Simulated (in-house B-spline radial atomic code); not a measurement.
Whole-atom quantities along the 41-electron series, configuration [Kr] 4d5. Computed with a radial B-spline atomic code at the basis-set limit: non-relativistic Hartree-Fock, average of the configuration, point nuclei.

This level leaves out relativity, spin-orbit splitting included, which matters for heavy ions.

```
  ion   Z  E/Z² (Eh)  Σ<r²> (bohr²)  n(0)/Z³ (bohr⁻³)  Lamb diamagnetic shielding (ppm)  repulsion over attraction
Pm20+  61     -2.552         6.6391           0.71051                           6311.47                    0.12437
Sm21+  62    -2.5637         6.2968           0.71104                           6432.64                    0.12276
Eu22+  63    -2.5752         5.9813           0.71155                            6553.8                     0.1212
Gd23+  64          ?              ?                 ?                                 ?                          ?
Tb24+  65    -2.5971         5.4201           0.71254                           6796.07                    0.11816
Dy25+  66    -2.6077         5.1697           0.71302                           6917.18                    0.11669
Ho26+  67     -2.618         4.9369           0.71348                           7038.28                    0.11525
Er27+  68    -2.6281         4.7199           0.71394                           7159.37                    0.11384
Tm28+  69    -2.6379         4.5173           0.71438                           7280.46                    0.11246
Yb29+  70    -2.6475         4.3278           0.71481                           7401.53                    0.11112
Lu30+  71    -2.6568         4.1504           0.71523                           7522.59                     0.1098
Hf31+  72    -2.6659         3.9839           0.71564                           7643.65                    0.10851
Ta32+  73          ?              ?                 ?                                 ?                          ?
 W33+  74          ?              ?                 ?                                 ?                          ?
Re34+  75     -2.692         3.5416           0.71682                           8006.78                    0.10479
Os35+  76    -2.7003         3.4108            0.7172                           8127.81                    0.10361
Ir36+  77    -2.7085         3.2873           0.71757                           8248.83                    0.10245
Pt37+  78    -2.7164         3.1705           0.71793                           8369.85                    0.10131
Au38+  79    -2.7242         3.0599           0.71828                           8490.87                     0.1002
Hg39+  80    -2.7318         2.9551           0.71862                           8611.88                   0.099105
```

**Question.** Fill in the row of Gd23+.

**Answer.** E/Z² (Eh): -2.5863; Σ<r²> (bohr²): 5.69; n(0)/Z³ (bohr⁻³): 0.71205; Lamb diamagnetic shielding (ppm): 6674.94; repulsion over attraction: 0.11966.

**Question.** Fill in the row of Ta32+.

**Answer.** E/Z² (Eh): -2.6748; Σ<r²> (bohr²): 3.8275; n(0)/Z³ (bohr⁻³): 0.71605; Lamb diamagnetic shielding (ppm): 7764.7; repulsion over attraction: 0.10724.

**Question.** Fill in the row of W33+.

**Answer.** E/Z² (Eh): -2.6835; Σ<r²> (bohr²): 3.6803; n(0)/Z³ (bohr⁻³): 0.71644; Lamb diamagnetic shielding (ppm): 7885.74; repulsion over attraction: 0.10601.

**Question.** With what power of Z does the column «Σ<r²> (bohr²)» change over this range?

**Answer.** A fit of the logarithm of its size against log Z from Z = 61 to 80 has slope -2.98. Unscreened non-relativistic hydrogenic orbitals would give -2.
